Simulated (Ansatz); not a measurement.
AgCl, charge +1, doublet, at a GFN2-xTB geometry (such geometries of metal compounds can be far from the true shape) (the multiplicity is a formal guess) (all electrons, no relativity), with bond 1-2 at 1.5 times its length; PBE0/3-21G run with Ansatz (a program for electronic structure).

Ansatz was given this input:
Ansatz 0.2 input:
```yaml
crystal:
  periodic: [false, false, false]
  atoms:
    - {symbol: Ag, position_ang: [0.00000000, 0.00000000, -1.75156642]}
    - {symbol: Cl, position_ang: [0.00000000, 0.00000000, 1.68007392]}
basis:
  gaussian:
    orbitals: 3-21G.json
hamiltonian:
  xc: pbe0
total_charge: 1
magnetization: {spin_polarized: true, initial_magnetization: 1}
scf: {lower_state_search: standard}
```
The basis file holds 3-21G in the JSON format of the Basis Set Exchange.

The log (banner, timings and long lists left out):

```
Functional definition: PBE0
622 factors; integrals over basis functions are off by at most 2.5e-4 eV
mean field evaluation 1: about -153288.1107 eV, gradient 4.4e1 eV
mean field evaluation 2: about -153288.4466 eV, gradient 4.7e1 eV
mean field evaluation 4: about -153293.4309 eV, gradient 5.7e-1 eV
mean field evaluation 8: about -153293.4358 eV, gradient 1.5e-2 eV
mean field evaluation 16: about -153293.4358 eV, gradient 2.7e-5 eV
mean field -153293.43579539 eV, -5633.4298594580 hartree, gradient 1.0e-5 eV, S^2 0.750663; 1 other end points of the search recorded, 0 dependent functions left out
reference -153293.43585545 eV, -5633.4298616650 hartree; 32, 31 occupied and 20, 21 virtual orbitals, 622 factors
Total energy: -153293.43585545 eV, -5633.4298616650 hartree
```
